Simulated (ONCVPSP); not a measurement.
Pseudopotential generation for thulium (Tm): ONCV, PBE, scalar-relativistic.

Input for ONCVPSP 4.0.1:

```
# ATOM AND REFERENCE CONFIGURATION
# atsym  z   nc   nv     iexc    psfile
  Tm 69.00    9    5        4      upf
#
#   n    l    f
    1    0    2.00
    2    0    2.00
    2    1    6.00
    3    0    2.00
    3    1    6.00
    3    2   10.00
    4    0    2.00
    4    1    6.00
    4    2   10.00
    4    3   12.00
    5    0    2.00
    5    1    6.00
    5    2    1.00
    6    0    2.00
#
# PSEUDOPOTENTIAL AND OPTIMIZATION
# lmax
    3
#
#   l,   rc,      ep,       ncon, nbas, qcut
    0    2.15    0.00    4    8    4.40
    1    1.80    0.00    3    7    8.20
    2    2.75    0.00    4    9    5.10
    3    1.25    0.00    5   10   11.50
#
# LOCAL POTENTIAL
# lloc, lpopt,  rc(5),   dvloc0
    4    2    1.15    0.00
#
# VANDERBILT-KLEINMAN-BYLANDER PROJECTORs
# l, nproj, debl
    0    2    0.70
    1    2    1.80
    2    2    3.30
    3    3    2.70
#
# MODEL CORE CHARGE
# icmod, fcfact, rcfact
    0    0.00    0.00
#
# LOG DERIVATIVE ANALYSIS
# epsh1, epsh2, depsh
   -4.00    5.00    0.02
#
# OUTPUT GRID
# rlmax, drl
    6.00    0.01
#
# TEST CONFIGURATIONS
# ncnf
    4
# nvcnf
#   n    l    f
    5
    4    3   13.00
    5    0    2.00
    5    1    6.00
    5    2    0.00
    6    0    2.00
#
    5
    4    3   13.00
    5    0    2.00
    5    1    6.00
    5    2    0.00
    6    0    1.00
#
    5
    4    3   13.00
    5    0    2.00
    5    1    6.00
    5    2    0.00
    6    0    0.00
#
    5
    4    3   13.00
    5    0    1.00
    5    1    6.00
    5    2    0.00
    6    0    2.00
#
```

Command:

```bash
oncvpsp.x < Tm.dat > Tm.out
```

Output (shortened: citation, most of the input echo, consistency checks and plot data are left out):

```
ONCVPSP  (Optimized Norm-Conservinng Vanderbilt PSeudopotential)
scalar-relativistic version 4.0.1

#   n    l    f        energy (Ha)
    1    0    2.00    -2.1791850E+03
    2    0    2.00    -3.6788296E+02
    2    1    6.00    -3.2481390E+02
    3    0    2.00    -8.2913086E+01
    3    1    6.00    -6.9874061E+01
    3    2   10.00    -5.3786651E+01
    4    0    2.00    -1.6558829E+01
    4    1    6.00    -1.2270540E+01
    4    2   10.00    -6.5776466E+00
    4    3   12.00    -3.5154683E-01
    5    0    2.00    -2.1190354E+00
    5    1    6.00    -1.1167146E+00
    5    2    1.00    -7.2496991E-02
    6    0    2.00    -1.6508050E-01

Reference configufation results
  iterations    38
  all-electron total energy (Ha)   -1.35672880D+04

Begin loop to  construct optimized pseudo wave functions
and semi-local pseudopoentials for all angular momenta

Calculating optimized projector #   1

 for l=   0

    Fraction of norm inside rc  0.975033
    Optimizing pswf for qcut=   4.41 a_B^-1,  ecut=   9.71 Ha
    Residual kinetic energy error=  8.53D-05 Ha

    Energy error per electron        Cutoff
         Ha          eV             Ha
         0.01000     0.27211        3.55
         0.00100     0.02721        5.02
         0.00010     0.00272        9.56
         0.00001     0.00027       36.24

Calculating optimized projector #   2

 for l=   0

    Fraction of norm inside rc  0.082631
    Optimizing pswf for qcut=   4.41 a_B^-1,  ecut=   9.71 Ha
    Residual kinetic energy error=  1.80D-04 Ha

    Energy error per electron        Cutoff
         Ha          eV             Ha
         0.01000     0.27211        2.88
         0.00100     0.02721        5.89
         0.00010     0.00272       11.91
         0.00001     0.00027       44.22

   Wellstate for l =  1  n =  7
     eigenvalue =   0.6833
     asymptotic potential =   1.1833
     half-point radius =  5.8854

Calculating optimized projector #   1

 for l=   1

    Fraction of norm inside rc  0.789412
    Optimizing pswf for qcut=   8.20 a_B^-1,  ecut=  33.61 Ha
    Residual kinetic energy error=  1.84D-07 Ha

    Energy error per electron        Cutoff
         Ha          eV             Ha
         0.01000     0.27211       13.68
         0.00100     0.02721       20.26
         0.00010     0.00272       24.85
         0.00001     0.00027       28.18

Calculating optimized projector #   2

 for l=   1

    Fraction of norm inside rc  0.052474
    Optimizing pswf for qcut=   8.20 a_B^-1,  ecut=  33.61 Ha
    Residual kinetic energy error=  7.68D-08 Ha

    Energy error per electron        Cutoff
         Ha          eV             Ha
         0.01000     0.27211        6.01
         0.00100     0.02721       17.82
         0.00010     0.00272       23.35
         0.00001     0.00027       27.50

   Wellstate for l =  2  n =  8
     eigenvalue =   3.2275
     asymptotic potential =   3.7275
     half-point radius =  4.4724

Calculating optimized projector #   1

 for l=   2

    Fraction of norm inside rc  0.560909
    Optimizing pswf for qcut=   5.10 a_B^-1,  ecut=  13.02 Ha
    Residual kinetic energy error=  1.35D-06 Ha

    Energy error per electron        Cutoff
         Ha          eV             Ha
         0.01000     0.27211        6.42
         0.00100     0.02721        8.62
         0.00010     0.00272       10.41
         0.00001     0.00027       11.75

Calculating optimized projector #   2

 for l=   2

    Fraction of norm inside rc  0.208696
    Optimizing pswf for qcut=   5.10 a_B^-1,  ecut=  13.02 Ha
    Residual kinetic energy error=  3.32D-04 Ha

    Energy error per electron        Cutoff
         Ha          eV             Ha
         0.01000     0.27211        9.51
         0.00100     0.02721       11.98
         0.00010     0.00272       17.12
         0.00001     0.00027       46.43

   Wellstate for l =  3  n =  6
     eigenvalue =   2.3485
     asymptotic potential =   2.8485
     half-point radius =  3.4347

   Wellstate for l =  3  n =  7
     eigenvalue =   5.0485
     asymptotic potential =   5.5485
     half-point radius =  3.0436

Calculating optimized projector #   1

 for l=   3

    Fraction of norm inside rc  0.886397
    Optimizing pswf for qcut=  11.51 a_B^-1,  ecut=  66.22 Ha
    Residual kinetic energy error=  9.10D-03 Ha

    Energy error per electron        Cutoff
         Ha          eV             Ha
         0.01000     0.27211       65.74
         0.00100     0.02721      237.74
         0.00010     0.00272      276.72
         0.00001     0.00027      326.21

Calculating optimized projector #   2

 for l=   3

    Fraction of norm inside rc  0.057991
    Optimizing pswf for qcut=  11.51 a_B^-1,  ecut=  66.22 Ha
    Residual kinetic energy error=  5.50D-03 Ha

    Energy error per electron        Cutoff
         Ha          eV             Ha
         0.01000     0.27211       62.92
         0.00100     0.02721      105.32
         0.00010     0.00272      295.39
         0.00001     0.00027      333.24

Calculating optimized projector #   3

 for l=   3

    Fraction of norm inside rc  0.085431
    Optimizing pswf for qcut=  11.51 a_B^-1,  ecut=  66.22 Ha
    Residual kinetic energy error=  1.88D-02 Ha

    Energy error per electron        Cutoff
         Ha          eV             Ha
         0.01000     0.27211       69.76
         0.00100     0.02721      113.01
         0.00010     0.00272      357.83
         0.00001     0.00027      406.13

Construct Vanderbilt / Kleinmman-Bylander projectors

B matrix Hermiticity error, ll=   0
   1   2    1.8587E-04

  Orthonormal projector coefficients  5.9574E+00  1.4192E+00

B matrix Hermiticity error, ll=   1
   1   2   -1.6461E-04

  Orthonormal projector coefficients  6.5351E+00  1.1311E+00

B matrix Hermiticity error, ll=   2
   1   2    1.2765E-04

  Orthonormal projector coefficients -2.7179E+00  2.4703E+00

B matrix Hermiticity error, ll=   3
   1   2   -5.4310E-04
   1   3    9.2592E-04
   2   3    1.9822E-04

  Orthonormal projector coefficients -7.8743E+01 -2.4087E+01 -9.8087E+00

Pseudoatom total energy -207.032174

Diagnostic tests using Vanderbilt-Kleinman-Bylander pseudopotentials
  1 or more projectors used as specified by nproj input data

   l    rcore       rmatch      e in        delta e   norm test  slope test

   0   2.1580738   2.2235976  -2.1190354   0.0000014   1.0001638   1.0001511
   0   2.1580738   2.2235976  -0.1650805   0.0000012   1.0000227   1.0000184

   1   1.8035445   1.8583040  -1.1167146  -0.0000029   1.0001154   1.0001282
   1   1.8035445   1.8583040   0.6832854   0.0000168   1.0003154   1.0003154

   2   2.7579317   2.8416684  -0.0724970  -0.0000003   1.0000079   1.0000034
   2   2.7579317   2.8416684   3.2275030  -0.0000031   0.9999062   0.9999062

   3   1.2521318   1.2901492  -0.3515468  -0.0000009   1.0003874   1.0003877
   3   1.2521318   1.2901492   2.3484532   0.0001242   1.0005149   1.0005149
   3   1.2521318   1.2901492   5.0484532   0.0002400   1.0005248   1.0005248

 Testing for bound ghosts
   n   l    E NL Schr. Eq   E Basis Diag.   E Cutoff

   1   0       -2.119034       -2.119028     56.93
   2   0       -0.165079       -0.142407     56.93

   2   1       -1.116718       -1.116667     68.54

   3   2       -0.072497       -0.070086     58.21

   4   3       -0.351548       -0.350424    472.56

 Testing for highly-localized positive-energy ghosts
       l    <radius>/rc     E Basis Diag.   E Cutoff

       0        0.981546        3.460944     56.93  WARNING - GHOST(+)

       2        0.928870        5.784762     58.21  WARNING - GHOST(+)

Test configuration 0

   n   l     f        eae           eps        diff
   1   0  2.0000-2179.18502888
   2   0  2.0000 -367.88295920
   2   1  6.0000 -324.81389740
   3   0  2.0000  -82.91308556
   3   1  6.0000  -69.87406052
   3   2 10.0000  -53.78665115
   4   0  2.0000  -16.55882879
   4   1  6.0000  -12.27054031
   4   2 10.0000   -6.57764657
   4   3 12.0000   -0.35154683   -0.35154773   -9.06D-07
   5   0  2.0000   -2.11903537   -2.11903402    1.36D-06
   5   1  6.0000   -1.11671461   -1.11671753   -2.92D-06
   5   2  1.0000   -0.07249699   -0.07249725   -2.62D-07
   6   0  2.0000   -0.16508050   -0.16507935    1.15D-06

    Total energies and differences
      AE_ref= -1.35672880D+04  AE_tst= -1.35672880D+04  dif=  0.00D+00
      PS_ref= -2.07032174D+02  PS_tst= -2.07032174D+02  dif= -5.27D-10
      PSP excitation error=  5.27D-10

Test configuration 1

   n   l     f        eae           eps        diff
   1   0  2.0000-2178.93609947
   2   0  2.0000 -367.61628985
   2   1  6.0000 -324.54971349
   3   0  2.0000  -82.61978265
   3   1  6.0000  -69.58121505
   3   2 10.0000  -53.49640534
   4   0  2.0000  -16.27494387
   4   1  6.0000  -11.99159863
   4   2 10.0000   -6.30644257
   4   3 13.0000   -0.11362534   -0.12084287   -7.22D-03
   5   0  2.0000   -1.96153229   -1.93942410    2.21D-02
   5   1  6.0000   -0.98861819   -0.98579279    2.83D-03
   6   0  2.0000   -0.14239114   -0.14179886    5.92D-04

    Total energies and differences
      AE_ref= -1.35672880D+04  AE_tst= -1.35674707D+04  dif= -1.83D-01
      PS_ref= -2.07032174D+02  PS_tst= -2.07215696D+02  dif= -1.84D-01
      PSP excitation error=  8.32D-04

Test configuration 2

   n   l     f        eae           eps        diff
   1   0  2.0000-2179.18145025
   2   0  2.0000 -367.86067234
   2   1  6.0000 -324.79423569
   3   0  2.0000  -82.86282491
   3   1  6.0000  -69.82428369
   3   2 10.0000  -53.73959894
   4   0  2.0000  -16.51851293
   4   1  6.0000  -12.23538089
   4   2 10.0000   -6.55051365
   4   3 13.0000   -0.35825179   -0.36581625   -7.56D-03
   5   0  2.0000   -2.20891240   -2.18564419    2.33D-02
   5   1  6.0000   -1.23549232   -1.23178548    3.71D-03
   6   0  1.0000   -0.33684283   -0.33548200    1.36D-03

    Total energies and differences
      AE_ref= -1.35672880D+04  AE_tst= -1.35672322D+04  dif=  5.57D-02
      PS_ref= -2.07032174D+02  PS_tst= -2.06979267D+02  dif=  5.29D-02
      PSP excitation error=  2.82D-03

Test configuration 3

   n   l     f        eae           eps        diff
   1   0  2.0000-2179.47041479
   2   0  2.0000 -368.14770883
   2   1  6.0000 -325.08147354
   3   0  2.0000  -83.14768073
   3   1  6.0000  -70.10917674
   3   2 10.0000  -54.02468626
   4   0  2.0000  -16.80419009
   4   1  6.0000  -12.52137679
   4   2 10.0000   -6.83692581
   4   3 13.0000   -0.64510349   -0.65370609   -8.60D-03
   5   0  2.0000   -2.49923713   -2.47465204    2.46D-02
   5   1  6.0000   -1.52370586   -1.51893993    4.77D-03

    Total energies and differences
      AE_ref= -1.35672880D+04  AE_tst= -1.35667874D+04  dif=  5.01D-01
      PS_ref= -2.07032174D+02  PS_tst= -2.06536264D+02  dif=  4.96D-01
      PSP excitation error=  4.71D-03

Test configuration 4

   n   l     f        eae           eps        diff
   1   0  2.0000-2179.43854714
   2   0  2.0000 -368.10054811
   2   1  6.0000 -325.03579627
   3   0  2.0000  -83.08502058
   3   1  6.0000  -70.04679789
   3   2 10.0000  -53.96355315
   4   0  2.0000  -16.74904545
   4   1  6.0000  -12.46834323
   4   2 10.0000   -6.78580433
   4   3 13.0000   -0.58644844   -0.61515266   -2.87D-02
   5   0  1.0000   -2.42605476   -2.40905282    1.70D-02
   5   1  6.0000   -1.42795670   -1.42330081    4.66D-03
   6   0  2.0000   -0.39768401   -0.39640300    1.28D-03

    Total energies and differences
      AE_ref= -1.35672880D+04  AE_tst= -1.35652837D+04  dif=  2.00D+00
      PS_ref= -2.07032174D+02  PS_tst= -2.05048839D+02  dif=  1.98D+00
      PSP excitation error=  2.09D-02
```

The run took about 6.7 s on one core of a shared server CPU.
